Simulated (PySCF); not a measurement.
SMILES C[SiH](C)C#C[SiH2]N, GFN2-xTB optimised geometry.

```
18

Si    -2.91    -2.45     3.94
C     -4.02    -1.19     4.83
C     -3.94    -3.93     3.35
C     -2.15    -1.63     2.46
C     -1.68    -1.09     1.48
Si    -0.91    -0.27     0.00
N      0.82    -0.27     0.00
H     -1.82    -2.90     4.83
H     -4.48    -1.62     5.71
H     -4.81    -0.83     4.18
H     -3.44    -0.33     5.16
H     -4.41    -4.45     4.18
H     -3.33    -4.65     2.81
H     -4.74    -3.62     2.67
H     -1.30    -1.02    -1.20
H     -1.30     1.14     0.00
H      1.30     0.30     0.68
H      1.30    -1.14    -0.12
```

Density from CAM-B3LYP/def2-SVP in PySCF at that geometry.

Minimum of the electron density along straight lines between bonded atoms, close to the bond critical point (lines longer than 1.1 times the sum of covalent radii, or with two minima, are not listed):

```
bond     length / Å  ρ at the minimum / e bohr⁻³  ∇²ρ there / e bohr⁻⁵  position (fraction from the first atom)
-------  ----------  ---------------------------  --------------------  ---------------------------------------
Si1–C2        1.902                        0.112                  0.31                                     0.38
Si1–C3        1.902                        0.112                  0.31                                     0.38
Si1–C4        1.855                        0.110                  0.41                                     0.39
C4–C5         1.212                        0.407                 -1.19                                     0.50
C5–Si6        1.860                        0.109                  0.39                                     0.61
Si6–N7        1.726                        0.123                  0.73                                     0.40
Si1–H8        1.475                        0.116                  0.31                                     0.49
C2–H9         1.087                        0.272                 -0.98                                     0.63
C2–H10        1.087                        0.272                 -0.99                                     0.63
C2–H11        1.086                        0.273                 -0.99                                     0.63
C3–H12        1.087                        0.272                 -0.98                                     0.63
C3–H13        1.086                        0.273                 -0.99                                     0.63
C3–H14        1.087                        0.272                 -0.99                                     0.63
Si6–H15       1.464                        0.119                  0.32                                     0.49
Si6–H16       1.464                        0.119                  0.32                                     0.49
N7–H17        1.007                        0.330                 -1.53                                     0.77
N7–H18        1.007                        0.330                 -1.53                                     0.77
```
